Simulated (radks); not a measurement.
Values are calculated unless marked as measured or tabulated.
The krypton ion Kr3+ is in [Ar] 3d10 4s2 4p3. Code: a radial shooting solver on a logarithmic mesh with Libxc functionals. Model: scalar-relativistic Kohn-Sham, r2SCAN, spin-polarised, spherical densities, finite nucleus; meta-GGA in the generalised Kohn-Sham scheme; Fermi nuclear charge, rms radius of each element as measured or else 0.836 A^(1/3) + 0.57 fm. Open shells are filled with parallel spins first. One electron is removed from 4s, 4p, 3d, 3p in turn, with full relaxation. Which removal costs least, and what does each cost?

Answer. 4p 51.726 eV; 4s 62.606 eV; 3d 137.36 eV; 3p 254.26 eV. The 4p electron leaves first.
